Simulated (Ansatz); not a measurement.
Relaxation of ClH5N2Si2 (10 atoms, charge 0, multiplicity 1), to a largest force component of 0.015 eV/Å in at most 40 steps.

Theory: RKS BLYP-D4/def2-mTZVP (Ansatz 0.2.0).

```xyz
10
Properties=species:S:1:pos:R:3:forces:R:3
N -0.503 -1.051 -1.447 -2.56 1.41 -2.56
Si 0.771 -0.858 -0.386 5.51 -3.02 -5.92
Cl 1.892 0.661 -1.187 1.43 1.43 -0.39
N -0.055 -0.465 0.842 -4.69 -3.86 4.89
Si -0.230 0.757 1.797 -0.39 5.75 4.58
H -1.003 -0.077 -1.443 0.45 -1.91 -0.02
H -0.143 -1.082 -2.394 -0.23 -0.54 -0.83
H -0.963 -0.972 0.761 0.70 -0.23 0.11
H -0.783 1.911 1.073 0.01 0.93 -0.17
H 1.101 1.125 2.385 -0.23 0.04 0.30
```

Problem. Where does it end, and by what steps?

Solution. The run converged. After 18 steps the energy has fallen by 3.520 eV; H9 moved furthest, 1.92 Å.

```csv
step,energy less start (eV),largest force component (eV/Å),accepted
0,0.0000,5.919,yes
1,-1.9099,3.275,yes
2,-2.7138,0.979,yes
3,-2.9460,0.600,yes
4,-3.0514,0.740,yes
5,-3.1686,1.236,yes
6,-3.2500,0.549,yes
7,-3.3169,0.297,yes
8,-3.3618,0.272,yes
9,-3.3991,0.296,yes
10,-3.4384,0.305,yes
11,-3.4783,0.317,yes
12,-3.4984,0.322,yes
13,-3.5030,0.354,yes
14,-3.5174,0.125,yes
15,-3.5195,0.079,yes
16,-3.5200,0.037,yes
17,-3.5202,0.019,yes
18,-3.5203,0.011,yes
```

```xyz
10
Properties=species:S:1:pos:R:3
N -0.566 -1.239 -1.726
Si 0.801 -0.639 -0.796
Cl 1.306 1.392 -1.441
N -0.028 -0.194 0.755
Si -0.006 1.140 1.818
H -1.319 -0.597 -1.990
H -0.353 -1.856 -2.509
H -0.619 -0.975 1.066
H 1.058 2.137 1.570
H -0.190 0.781 3.256
```

The run took 76 s on 2 threads of Arm Neoverse V1, with other jobs on the host, peak memory 0.24 GiB.
